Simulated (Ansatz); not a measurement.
The inner images of a band of FGeH₃ (5 atoms, charge 0, multiplicity 1) are given out of order.

Method: RKS revPBE/def2-SVPD (Ansatz 0.2.0).

First end point:

```xyz
5
Properties=species:S:1:pos:R:3
Ge 0.293 -0.065 0.207
H 0.243 0.017 1.752
H 1.733 0.017 -0.354
F -0.548 1.402 -0.388
H -0.505 -1.266 -0.357
```

Last end point:

```xyz
5
Properties=species:S:1:pos:R:3
Ge 0.105 -0.098 -0.945
H 1.061 -0.228 1.338
H 1.624 0.103 0.920
F -0.812 1.405 -0.484
H -0.763 -1.075 0.031
```

Q: Put them in order from the first end to the last, with their energies above the first end.
A.
```xyz
5
Properties=species:S:1:pos:R:3
Ge 0.314 -0.042 -0.453
H 0.540 -0.244 1.287
H 1.623 0.150 0.384
F -0.670 1.465 -0.352
H -0.592 -1.223 -0.007
```
B.
```xyz
5
Properties=species:S:1:pos:R:3
Ge 0.274 -0.055 0.062
H 0.368 -0.107 1.581
H 1.789 0.106 -0.110
F -0.593 1.430 -0.444
H -0.624 -1.268 -0.230
```
C.
```xyz
5
Properties=species:S:1:pos:R:3
Ge 0.297 -0.047 -0.637
H 0.718 -0.204 1.204
H 1.479 0.103 0.580
F -0.690 1.452 -0.326
H -0.590 -1.199 0.038
```
D.
```xyz
5
Properties=species:S:1:pos:R:3
Ge 0.284 -0.052 -0.169
H 0.447 -0.189 1.397
H 1.750 0.144 0.154
F -0.633 1.462 -0.414
H -0.635 -1.260 -0.108
```
E.
```xyz
5
Properties=species:S:1:pos:R:3
Ge 0.204 -0.080 -0.851
H 0.892 -0.197 1.214
H 1.489 0.097 0.783
F -0.722 1.411 -0.354
H -0.647 -1.125 0.068
```

A: B (+0.39 eV), D (+1.55 eV), A (+2.31 eV), C (+1.74 eV), E (+1.15 eV).

The run took 35 s on 2 threads of Intel(R) Xeon(R) Platinum 8488C (Sapphire Rapids) (shared host), peak memory 0.16 GiB.
